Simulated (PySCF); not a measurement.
## Radial density of N²⁺ (nitrogen, charge +2)

UHF, [He] 2s2 2p1, 2P determinant. All numbers are calculated (PySCF 2.14, the non-relativistic Hamiltonian (point nucleus), in def2-TZVP (5s3p2d1f, 31 functions)).

```tsv
r (bohr)	4πr²ρ (e/bohr)	4πr²(ρα − ρβ)
0.00322	0.02609	0.0000
0.00542	0.07179	0.0000
0.00912	0.1924	0.0000
0.0153	0.4995	0.0001
0.0258	1.220	0.0002
0.0434	2.705	0.0009
0.0730	5.075	0.0041
0.123	7.242	0.0193
0.207	6.578	0.0814
0.347	3.098	0.2893
0.585	1.954	0.6924
0.983	2.650	0.8267
1.65	1.098	0.3159
2.78	0.06864	0.0210
4.68	0.0001953	0.0001
```
